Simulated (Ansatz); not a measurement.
System: CAuClO (charge 0, triplet). The spin state was set by rule; other spins were not relaxed. 
Structure (B3LYP-D3(BJ)/def2-TZVP (Ansatz, a first-principles code) minimum search):
```
C
O 1 1.1420
Au 1 2.0447 2 144.24
Cl 3 2.3769 1 109.95 2 -180.00
```
Charge 0, spin multiplicity 3.

Total electronic energies in hartree. Valence correlation only, unless marked. UHF or UKS for open shells. No spin-orbit coupling. The frozen core is the preceding noble-gas configuration, with the filled d and f shells of earlier blocks. Past Kr the def2 sets carry scalar-relativistic core potentials. Basis-set limits of correlation are two-point, X^-3; Hartree-Fock from the larger set. [CCSD(T)-MP2]/basis is that difference in the basis named.

| level | program | energy (Eh) |
|---|---|---|
| HF/def2-QZVPP | Ansatz | -707.04984 |
| RI-HF/def2-TZVPP | Ansatz | -707.02732 |
| PBE/def2-TZVPD | Ansatz | -709.01452 |
| BLYP/def2-TZVPD | Ansatz | -709.25195 |
| r2SCAN-D3(BJ)/def2-TZVPD | Ansatz + dftd3 | -709.25344 |
| PBE0-D3(BJ)/def2-TZVPD | Ansatz + dftd3 | -708.99015 |
| r2SCANh/def2-TZVPD | Ansatz | -709.21383 |
| CAM-B3LYP-D4/def2-TZVPD | Ansatz + dftd4 | -709.19263 |
| LC-wPBE/def2-TZVPD | Ansatz | -709.07288 |
| B2GP-PLYP/def2-TZVPD | Ansatz | -708.69696 |
| B2PLYP/def2-TZVPD | Ansatz | -708.83206 |
| CCSD/def2-SVPD | Ansatz | -707.46232 |
| CCSD(T)/def2-SVP | Ansatz | -707.43935 |
| RI-MP2/CBS(def2-TZVPPD,def2-QZVPPD)+[CCSD(T)-MP2]/def2-SVPD | Ansatz | -708.1389 |
| RI-MP2/CBS(def2-TZVPP,def2-QZVPP)+[CCSD(T)-MP2]/def2-TZVPP | Ansatz | -708.1420 |

Totals of different functionals don't rank their quality; only differences between species are comparable.
